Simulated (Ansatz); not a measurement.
CH3F3Si (SMILES F[SiH2]C(F)F) moved off its minimum; all values from Ansatz (an electronic-structure program), cores frozen in correlated methods.
(charge 0, multiplicity 1)
```xyz
8

F      1.62820    -0.62486    -0.63071
Si     0.97406     0.45990     0.30346
C     -0.93757     0.30473     0.28711
F     -1.24626    -1.02888     0.68455
F     -1.39173     0.41571    -1.03324
H      1.30265     1.84452    -0.24798
H      1.52436     0.23579     1.72192
H     -1.45019     1.08288     0.97692
```

Forces at r2SCAN/def2-TZVPP (eV/Å):

| atom | Fx | Fy | Fz |
|---|---|---|---|
| F1 | 0.111 | -0.462 | -0.417 |
| Si2 | 0.283 | 1.066 | 0.842 |
| C3 | -0.142 | -0.542 | 0.100 |
| F4 | -0.027 | 1.615 | -0.138 |
| F5 | 0.112 | 0.186 | 1.248 |
| H6 | -0.123 | -0.667 | 0.339 |
| H7 | -0.454 | 0.212 | -0.828 |
| H8 | 0.240 | -1.408 | -1.146 |

Question: Give the forces (eV/Å), the total energy and the dipole at CCSD(T)/cc-pV(T+d)Z.

Answer: 
```json
[
 {"atom": "F1", "Fx": "0.095", "Fy": "-0.410", "Fz": "-0.372"},
 {"atom": "Si2", "Fx": "0.365", "Fy": "1.076", "Fz": "0.833"},
 {"atom": "C3", "Fx": "-0.336", "Fy": "-0.677", "Fz": "0.061"},
 {"atom": "F4", "Fx": "0.035", "Fy": "1.820", "Fz": "-0.173"},
 {"atom": "F5", "Fx": "0.180", "Fy": "0.198", "Fz": "1.402"},
 {"atom": "H6", "Fx": "-0.144", "Fy": "-0.759", "Fz": "0.386"},
 {"atom": "H7", "Fx": "-0.495", "Fy": "0.234", "Fz": "-0.923"},
 {"atom": "H8", "Fx": "0.300", "Fy": "-1.482", "Fz": "-1.213"}
]
```
Energy -628.1414 hartree, dipole 2.67 D.
